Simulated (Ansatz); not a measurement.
Two isomers of C2H7NOSi: A = `C[SiH2]C(N)=O`, B = `CN[SiH2]C=O`.

Calculated with Ansatz (gas phase, PBE0-D4/def2-TZVP geometries, no zero-point term in ΔE). CBS: MP2 limit from def2 TZ/QZ plus the TZ coupled-cluster correction, frozen cores. Functionals use def2-TZVPP. B3LYP here is the variant with VWN-RPA as its local correlation; programs differ in this. Each species was taken in one conformer, which may not be the lowest.

Which isomer does CCSD(T)/CBS put lower? Give the gap. (Estimate.)

Ansatz gave: A, by 77.6 kJ/mol.

Give E(B) − E(A) in kJ/mol with HF/def2-TZVPP, B2PLYP, ωB97M-V, r2SCAN-D4, CCSD/def2-TZVPP, B3LYP, B3LYP-D4. (An estimate is asked.)

The calculation gave: HF/def2-TZVPP 66.8, B2PLYP 83.0, ωB97M-V 84.4, r2SCAN-D4 98.5, CCSD/def2-TZVPP 72.9, B3LYP 84.4, B3LYP-D4 84.1. None reverses the order clearly.

Largest T1 diagnostic: 0.015.

From PBE to PBE0 (25 % exact exchange), in def2-TZVPP and without D4, E(B) − E(A) moves by −4.5 kJ/mol. In def2-TZVPP, CCSD(T) changes the Hartree–Fock value by +9.9 kJ/mol (the triples alone add +3.8 kJ/mol) and MP2 by +15.5 kJ/mol.
